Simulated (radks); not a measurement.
Problem. Species: Ba XXV. Configuration: [Ar] 3d10 4s2 4p2 (the NIST ground configuration). Calculated with a radial shooting solver on a logarithmic mesh with Libxc functionals: Dirac Kohn-Sham, LB94 model potential, spin-unpolarised, spherical densities, finite nucleus; open shells fill j = l - 1/2 first; Fermi nuclear charge, rms radius 4.8378 fm. Some entries of the table are withheld. Estimate them.

| orbital | occ. | eigenvalue (hartree) | <r^2> (bohr^2) | <r> (bohr) |
|---|---|---|---|---|
| 1s1/2 | 2 | -1401.986 | 0.0008856 | (1) |
| 2s1/2 | 2 | -245.1397 | 0.01404 | 0.1089 |
| 2p1/2 | 2 | -232.8938 | 0.01031 | 0.09152 |
| 2p3/2 | 4 | -218.6785 | 0.01157 | 0.09749 |
| 3s1/2 | 2 | -72.19181 | 0.09492 | 0.2883 |
| 3p1/2 | 2 | (2) | (3) | 0.2775 |
| 3p3/2 | 4 | (4) | (5) | 0.2888 |
| 3d3/2 | 4 | -55.17209 | 0.07844 | 0.2582 |
| 3d5/2 | 6 | -54.55863 | 0.08047 | 0.2618 |
| 4s1/2 | 2 | -31.96169 | 0.4090 | 0.6035 |
| 4p1/2 | 2 | -29.93382 | 0.4176 | 0.6078 |
| 4p3/2 | 0 | -29.12093 | 0.4417 | 0.6254 |

Solution. 
(1) 1s1/2 <r> (bohr): 0.02554
(2) 3p1/2 eigenvalue (hartree): -67.01281
(3) 3p1/2 <r^2> (bohr^2): 0.08930
(4) 3p3/2 eigenvalue (hartree): -64.20444
(5) 3p3/2 <r^2> (bohr^2): 0.09651
